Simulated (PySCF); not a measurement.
Excitations are Tamm–Dancoff values on a coarser integration grid. The basis has no diffuse functions, so Rydberg states are missing or too high.

Cartesian coordinates (Å):
```xyz
4

Br     1.8502    -0.4157     0.0022
B      0.0000     0.0000    -0.0011
Br    -0.5651     1.8102    -0.0005
Br    -1.2850    -1.3946    -0.0006
```
Charge 0, multiplicity 1.

Question: What is the computed HOMO, S1–T1 gap (TDA) and brightest of the four lowest singlets (TDA) (PBE0-D3(BJ)/def2-TZVP in PySCF)?

Answer: 
* **HOMO**: -8.31 eV
* **S1–T1 gap (TDA)**: 0.17 eV
* **brightest of the four lowest singlets (TDA)**: 6.03 eV
